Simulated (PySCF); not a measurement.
Species: (3R,6S)-3,6-dimethyl-1,4-dioxane-2,5-dione, C6H8O4.
Atom-mapped SMILES: `[CH3:1][C@@H:2]1[O:3][C:4](=[O:5])[C@@H:6]([CH3:7])[O:8][C:9]1=[O:10]`

NICS is the negative of the GIAO shielding at a point without a nucleus: at the ring centre (0) and 1 Å above and below it (1); zz is the component along the ring normal. Level: GIAO PBE0/pcSseg-1 (PySCF, non-relativistic, gas phase) on the PBE0-D3(BJ)/def2-SVP geometry, one conformer.

Ring bond lengths (Å), with Mayer bond orders in brackets: C2–O3 1.427 (0.82), O3–C4 1.338 (1.08), C4–C6 1.520 (0.95), C6–O8 1.425 (0.82), O8–C9 1.338 (1.08), C9–C2 1.523 (0.94).

Q: What do the NICS probes read (ppm)?

A: 
| ring | type | NICS(0) | NICS(1), two faces | NICS(1)zz, two faces | rms pucker (Å) | centre to ring atoms, mean (Å) |
| --- | --- | --- | --- | --- | --- | --- |
| C2–O3–C4–C6–O8–C9 | 6-membered ring with 2 O; formal bonds all single | -0.4 | -1.9 / -1.1 | -0.4 / 0.6 | 0.20 | 1.40 |

Q: What can be read from them?

A: 
- C2–O3–C4–C6–O8–C9: mean NICS(1)zz 0.1 ppm, near zero. C2, C6 have four or more neighbours; no verdict on aromaticity is drawn.

Q: What is the mean of the two in-plane components of NICS at the first NICS(1) probe listed for ring C2–O3–C4–C6–O8–C9, 1 Å off the ring?

A: The isotropic value is a third of the trace: (3 × -1.9 − (-0.4))/2 = -2.6 ppm.

Q: How do the values depend on the level or the medium?

A: 
| level | NICS(0), C2–O3–C4–C6–O8–C9 | mean NICS(1)zz, C2–O3–C4–C6–O8–C9 |
| --- | --- | --- |
| PBE0/pcSseg-1, gas | -0.4 | 0.1 |
| wB97X-D/pcSseg-1, gas | -0.4 | 0.1 |
| PBE0/pcSseg-1, IEF-PCM benzene | -0.4 | 0.1 |
| PBE0/pcSseg-1, IEF-PCM chloroform | -0.4 | 0.1 |

The geometry is the same throughout; the continuum's cavity takes Bondi-type radii × 1.2.
